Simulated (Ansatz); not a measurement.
`[F][Al]([Cl])[Cl]` + CH₃NH₂ → `C[NH][Al]([Cl])[Cl]` + H–F at 600 K and 1 bar (ligand exchange at the Al–F bond).

Program: Ansatz. Geometries: PBE0-D4/def2-TZVP. ΔE: electronic, gas phase. CBS: MP2 limit from def2 TZ/QZ plus the TZ coupled-cluster correction, frozen cores. This one scheme is used for every species. Each species was taken in one conformer, which may not be the lowest.

```
              species  CCSD(T)/CBS energy (Eh)  H − E (kJ/mol)  S (J/(mol·K))
  `[F][Al]([Cl])[Cl]`              -1261.58534            53.3          362.4
               CH₃NH₂                -95.75281           199.3          283.8
`C[NH][Al]([Cl])[Cl]`              -1256.91293           210.8          446.9
                  H–F               -100.39570            42.3          194.0
```

H − E and S are ideal-gas, rigid-rotor, harmonic terms from PBE0-D4/def2-TZVP, for one conformer and one mirror image of each species. 1 Eh = 2625.50 kJ/mol, R = 8.31446 J/(mol·K).

Task: By hand: ΔE, ΔH, ΔS and ΔG.

Result: ΔE = (-1256.91293) + (-100.39570) − (-1261.58534) − (-95.75281) = 0.02952 Eh = 77.5 kJ/mol. Δ(H − E) = 210.8 + 42.3 − 53.3 − 199.3 = 0.5, so ΔH = 78.0 kJ/mol. ΔS = 446.9 + 194.0 − 362.4 − 283.8 = -5.3 J/(mol·K). ΔG = 78.0 − 600 × (-5.3)/1000 = 81.2 kJ/mol.

Task: By hand: the equilibrium constant, and the temperature at which ΔG would vanish if ΔH and ΔS stayed fixed.

Result: log₁₀ K = −ΔG/(RT ln 10) = -7.1. ΔH and −TΔS have one sign here, so there is no such temperature.

The number of gas molecules stays the same, so ΔS is small and ΔH decides. A doubt of 5 kJ/mol in ΔE shifts log₁₀ K by 0.4 here. Other conformers and mirror images would add mixing entropy, several J/(mol·K) or more a flexible species. These are equilibria of isolated gas molecules and say nothing of rates. Largest T1 diagnostic: 0.010 (customary marks: 0.02 for closed shells, 0.045 for open ones).

ΔS is within the doubt of such terms, so its sign, and with it that verdict, could turn.
